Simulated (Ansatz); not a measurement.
Z-matrix (Å, degrees):
```
Si
F 1 1.589
S 1 2.092 2 111.0
F 1 1.587 2 105.0 3 121.2
H 1 1.471 2 109.6 3 -122.3
Ge 3 2.247 1 98.6 2 47.5
H 6 1.532 3 104.4 1 154.8
H 6 1.532 3 108.8 1 -86.3
H 6 1.532 3 109.1 1 35.4
```

The species carries charge 0 and has multiplicity 1.

Task: List the PBE/def2-TZVPP orbital energies in eV (Ansatz 0.2.0). (Best estimate.)

Result: Computed: Occupied: -10805.27, -2395.95, -1781.76, -1338.62, -1192.06, -1192.03, -1192.02, -660.23, -660.17, -208.93, -163.21, -155.05, -154.99, -154.87, -139.27, -114.72, -114.61, -114.60, -96.05, -96.02, -95.96, -30.52, -30.47, -30.46, -30.38, -30.38, -30.22, -29.69, -18.36, -14.34, -13.60, -12.08, -11.60, -11.27, -10.43, -10.11, -10.04, -9.08, -9.06, -8.45, -8.00, -6.71. Lowest empty: -1.47, -0.56, -0.46, -0.16, 0.35, 0.92, 1.10, 1.92.
